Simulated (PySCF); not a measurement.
Vertical excitations of a molecule C₂H₅BO₃ from TDDFT-PBE/def2-SVPD in PySCF 2.14.0, as energy in eV (oscillator strength): 4.15 (0.000), 5.64 (0.001), 6.16 (0.026), 6.32 (0.020), 6.75 (0.064), 6.76 (0.002), 6.89 (0.109), 7.11 (0.000), 7.35 (0.000), 7.43 (0.004). Lowest triplet (TDA): 3.60 eV. Geometry: B3LYP-D3(BJ)/def2-SVP. The values are those of a single conformer.

Q: Pick the molecule that these values belong to.
A. OCB1OCO1
B. CB(O)OC=O
C. COB1OCO1
D. CB(O)C(=O)O

A: D, CB(O)C(=O)O
